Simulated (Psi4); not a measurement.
C4H11Ge, doublet, at a GFN2-xTB geometry. Base run: HF/STO-3G (Psi4).

Psi4 was given this input:
```
memory 2 GB

molecule mol {
0 2
C    -1.850354    1.560095    0.145925
C    -1.576691    0.115047   -0.066427
C    -2.073252   -0.862831    0.936303
C    -0.471039   -0.271252   -0.938565
Ge    1.359255   -0.139681   -0.067682
H    -2.852482    1.716419    0.541982
H    -1.746558    2.118495   -0.784131
H    -1.140531    1.992708    0.866016
H    -1.396444   -0.916524    1.801451
H    -2.131281   -1.864375    0.510567
H    -3.056540   -0.579544    1.308024
H    -0.563520   -1.308785   -1.266219
H    -0.416993    0.367017   -1.823029
H     1.484521   -1.011524    1.146067
H     2.473990   -0.541917   -0.991234
H     1.677700    1.251448    0.392903
}

set {
  basis sto-3g
  reference uhf
  stability_analysis check
  scf_type pk
}

energy('scf')
print_variables()
```

The bond that is stretched is that between atoms 14 and 5. A test that says stable can miss a lower solution.

Each row names what was changed in the base input (with any setting that the change needs).

```tsv
change	ΔE vs base (kcal/mol)	<S^2>
base	0.000	0.767
stability_analysis = follow; reference = uhf	0.000	0.767
bond × 1.25	32.74	0.767
stability_analysis = follow; reference = uhf; bond × 1.25	32.74	0.767
bond × 1.5	78.4	1.202
stability_analysis = follow; reference = uhf; bond × 1.5	78.4	1.202
bond × 1.8	177.9	0.757
stability_analysis = follow; reference = uhf; bond × 1.8	98.8	1.625
bond × 2.2	178.5	0.750
stability_analysis = follow; reference = uhf; bond × 2.2	104.7	1.741
bond × 3.0	178.8	0.750
stability_analysis = follow; reference = uhf; bond × 3.0	105.7	1.757
```

Psi4 reported an instability in these rows: bond × 1.8; stability_analysis = follow; reference = uhf; bond × 1.8; bond × 2.2; stability_analysis = follow; reference = uhf; bond × 2.2; bond × 3.0; stability_analysis = follow; reference = uhf; bond × 3.0 (restricted rows aren't judged here).

On stretching, the SCF can end on different states; <S^2> shows the spin contamination of each.
